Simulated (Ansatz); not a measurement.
Hf₂S₂⁺, relaxed as a doublet with UKS r2SCAN-D4/def2-SVP in Ansatz, starting from the GFN1-xTB geometry. Force threshold 0.02 eV/Å.

In the def2 sets Hf takes a core potential; there is no spin–orbit coupling. No other spin state of charge 1 was run. The structure comes from a short search, and lower isomers may exist.

Start:

```xyz
4

Hf   -0.405   -0.602   -1.259
Hf    0.398    0.583    1.270
S     1.780   -0.779   -0.200
S    -1.774    0.798    0.190
```

```csv
step,energy (eV),largest force component (eV/Å),SCF passes
1,-24271.8756,0.748,77
2,-24271.9200,0.296,55
3,-24271.9351,0.102,52
4,-24271.9452,0.147,53
5,-24272.1778,0.637,61
6,-24272.3358,0.429,69
7,-24272.4148,0.349,68
8,-24272.4385,0.138,88
9,-24272.4407,0.065,140
10 (rejected),-24272.4405,0.106,135
11,-24272.4413,0.015,156
```

Force components are those of the run's own axes.

End:

```xyz
4

Hf   -0.500   -0.896   -0.940
Hf    0.222    0.164    1.361
S     1.766   -0.356   -0.389
S    -1.488    1.088   -0.032
```

By distances, no bond broke or formed. The bond that changes most is Hf2–S4, from 2.43 to 2.39 Å (atoms count from 1). The end is the same structure that another start reached, the lowest one found.

No frequencies were taken in this run, so the end may be a saddle point.

It took 3.6 min on 4 threads of Arm Neoverse V1 on a shared host.
